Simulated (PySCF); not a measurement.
Cartesian coordinates in Å; atom numbers follow the order of the lines, from 1:
```xyz
17

C    -2.639    0.096    0.681
C    -1.827   -0.338   -0.264
C    -0.684    0.449   -0.823
C     0.630   -0.273   -0.568
C     1.083   -0.351    0.894
C     2.484    0.223    0.681
S     2.130    0.685   -1.056
H    -2.534    1.079    1.110
H    -3.450   -0.504    1.057
H    -1.954   -1.328   -0.682
H    -0.811    0.572   -1.902
H    -0.649    1.441   -0.368
H     0.645   -1.240   -1.075
H     1.074   -1.359    1.310
H     0.470    0.288    1.529
H     3.283   -0.514    0.722
H     2.743    1.085    1.291
```

Geometry: GFN2-xTB; GIAO absolute shieldings from PySCF, gas phase, non-relativistic, averaged over equivalent atoms.

At PBE0/pcSseg-0 (87 basis functions, 11 s wall time on 1 thread of an Intel Xeon, shared host):
```csv
atoms,σ (ppm)
C2,50.1
C1,64.7
C3,143.5
C4,154.6
C5,163.0
C6,172.2
S7,510.6
H8,27.62
H10,27.67
H9,27.89
H13,29.80
H16,30.24
H15,30.79
H11,30.80
H17,30.81
H14,30.89
H12,30.94
```

**Question.** Predict the values at mPW1PW91/pcSseg-1 on the same geometry.

**Answer.** 
```tsv
atoms	σ at mPW1PW91/pcSseg-1	change
C2	42.4	-7.7
C1	62.1	-2.6
C3	134.0	-9.5
C4	143.2	-11.4
C5	154.5	-8.5
C6	161.2	-11.0
S7	471.1	-39.5
H8	26.32	-1.30
H10	26.04	-1.63
H9	26.46	-1.43
H13	28.01	-1.79
H16	28.38	-1.86
H15	29.29	-1.50
H11	29.18	-1.62
H17	28.88	-1.93
H14	29.31	-1.58
H12	29.51	-1.43
```

The largest change is at S7 (sulfide sulfur). Cost: 176 basis functions, 33 s wall time on 1 thread of an Intel Xeon, shared host. The order of the carbon signals is the same at both levels.
